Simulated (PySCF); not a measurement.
Excitations are Tamm–Dancoff values on a coarser integration grid. The basis has no diffuse functions, so Rydberg states are missing or too high.

C2H6I2O2Si, SMILES `CO[Si](I)(I)OC` (C–O–Si–I torsion 180°, I–Si–O–C torsion -62°) (charge 0, multiplicity 1)

These are PySCF with PBE-D3(BJ)/def2-TZVP // PBE0-D3(BJ)/def2-SVP values and carry that method's errors.

| Property | Value |
|---|---|
| HOMO | -6.39 eV |
| dipole moment | 1.65 D |
| HOMO–LUMO gap | 4.47 eV |
| LUMO | -1.92 eV |
| S1 excitation (TDA) | 4.68 eV |
| S1 oscillator strength | 0.018 |
| T1 excitation (TDA) | 4.28 eV |
| S1–T1 gap (TDA) | 0.40 eV |
| total energy | -1115.0211 Ha |
| cost | about 16 core-minutes (a rough figure) |

```xyz
13

C      2.3526    -0.3703    -0.5956
O      1.3622     0.5307    -1.0367
Si    -0.0450     0.8591    -0.2804
I     -1.2210     2.5101    -1.6156
I      0.3727     1.7224     1.9767
O     -0.9190    -0.5212    -0.1538
C     -2.1875    -0.6841     0.4279
H      2.7627    -0.0652     0.3824
H      3.1664    -0.3670    -1.3336
H      1.9524    -1.3934    -0.5096
H     -2.4737    -1.7412     0.3366
H     -2.1773    -0.4117     1.4973
H     -2.9455    -0.0684    -0.0860
```
Charge 0, spin multiplicity 1.
